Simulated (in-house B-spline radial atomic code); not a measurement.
Ionising Ta VII (Ta6+) with different functionals

Computed with an all-electron radial atomic-structure program (B-spline basis): scalar-relativistic (spin-free X2C) Hamiltonian, Fermi nucleus of rms radius 5.3507 fm, spin-polarised at highest spin, spherical fractional occupations for the functionals, the average over the highest-spin determinants for Hartree-Fock. The ionisation energy is the difference of two self-consistent energies, [Xe] 4f13 → [Kr] 4d10 4f13 5s2 5p5, without Breit or QED terms; ε is the level of the shell that loses the electron (its least bound occupied spin orbital). There is no spin-orbit coupling in this Hamiltonian.

Hybrids are left out here: with spherical fractional occupations of an open shell their exact exchange keeps a self-interaction that integer-occupation calculations don't have.

```csv
method,rung,ΔSCF (eV),-ε(5p) (eV)
Hartree-Fock,Hartree-Fock,122.17,122.95
LDA VWN5,LDA,123.63,114.87
LDA PW92,LDA,123.62,114.86
LDA exchange-only,LDA,121.69,113.00
PBE,GGA,123.19,114.51
PBEsol,GGA,123.29,114.58
BLYP,GGA,123.05,114.33
RPBE,GGA,123.11,114.44
PW91,GGA,123.33,114.62
BP86,GGA,123.36,114.65
AM05,GGA,?,?
OLYP,GGA,123.48,114.84
TPSS,meta-GGA,123.38,114.75
SCAN,meta-GGA,123.79,115.50
r2SCAN,meta-GGA,?,?
revTPSS,meta-GGA,123.46,114.84
```

What does AM05 give?

ΔSCF 123.34 eV, and -ε(5p) = 114.62 eV.

What does r2SCAN give?

ΔSCF 124.13 eV, and -ε(5p) = 115.64 eV.

How do they compare with the NIST value?

NIST lists 119 eV ± 6 (tabulated theory, ground level to ground level). Errors run from +2.69 to +5.13 eV; all lie within about twice that uncertainty, so the table can't rank the methods. Hartree-Fock also lacks correlation.
